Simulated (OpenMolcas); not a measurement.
V4+ among 4 point charges of -2 e arranged as a tetrahedron (Td).

```json
{
 "Program": "OpenMolcas",
 "Method": "CASSCF",
 "Basis": "ANO-RCC-VDZP [5s4p2d1f]",
 "Scalar Hamiltonian": "DKH2, point nucleus",
 "Active space": "1 electron in 5 orbitals (3d)",
 "State averaging": "2S+1 = 2 even, 5 roots",
 "Spin-orbit coupling": "state interaction with AMFI integrals over the reference wave functions"
}
```

All point charges move together. At R = 1.84 Å |10Dq| is 2439 cm-1, and at R = 2.04 Å it is 1528 cm-1.

Question: A third run gives 3207 cm-1. What distance was it run at?

Answer: With a power law R^-n the two known points give n = -ln(1528 / 2439) / ln(2.04 / 1.84) = 4.53. Then R = 1.84 × (2439 / 3207)^(1/4.53) = 1.732 Å. The run was at 1.73 Å, so the estimate is off by +0.002 Å.

An orbital doublet at a regular site is open to a Jahn-Teller distortion, which this geometry leaves out. The ground term spreads over less than 5000 cm-1, several times less than with real ligands, so orbital moments are less quenched and χT lies further from the spin-only value than at real sites. This is an electrostatic model: the charges have no orbitals. No measured value stands beside these numbers.
